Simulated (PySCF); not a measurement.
## Germanium: a sound run and one with changed settings

Sound run: Ge⁺ [Ar] 3d10 4s2 4p1, Ge²⁺ [Ar] 3d10 4s2. All numbers are calculated (PySCF 2.14, the spin-free X2C one-electron Hamiltonian (Gaussian nucleus), in cc-pVTZ-DK (6s5p3d1f, 43 functions)). In the sound run the correlated levels freeze [Ar] 3d10. The sound run starts from symmetry-adapted Hartree-Fock orbitals and uses a fine grid where one is needed.

Changed run: no relativity, point nucleus. This setting is unsound on purpose.

```tsv
species	method	sound run (hartree)	changed run (hartree)	converged
Ge⁺	UHF	-2096.77952	-2061.95249	yes
Ge⁺	LDA	-2095.13266	-2060.32370	yes
Ge⁺	M06-L	-2098.36301	-2063.53606	yes
Ge⁺	MP2	-2096.81663	-2061.99009	yes
Ge⁺	CCSD(T)	-2096.83101	-2062.00522	yes
Ge²⁺	UHF	-2096.21923	-2061.38963	yes
Ge²⁺	LDA	-2094.54870	-2059.73610	yes
Ge²⁺	M06-L	-2097.79313	-2062.96224	yes
Ge²⁺	MP2	-2096.24766	-2061.41866	yes
Ge²⁺	CCSD(T)	-2096.25859	-2061.43023	yes
```

Ionisation energy of Ge⁺:

| method | sound run (eV) | changed run (eV) |
| --- | --- | --- |
| UHF | 15.246 | 15.316 |
| LDA | 15.890 | 15.989 |
| M06-L | 15.507 | 15.615 |
| MP2 | 15.483 | 15.549 |
| SCS-MP2 | 15.470 | 15.537 |
| CCSD | 15.555 | 15.624 |
| CCSD(T) | 15.576 | 15.646 |

Most of the change in total energy is the relativistic energy itself. On top of that the contraction fixes the core shape for the Hamiltonian it was made with, so the changed run is not a good calculation with the other Hamiltonian either.

For comparison, NIST gives 15.935 eV between the lowest levels.
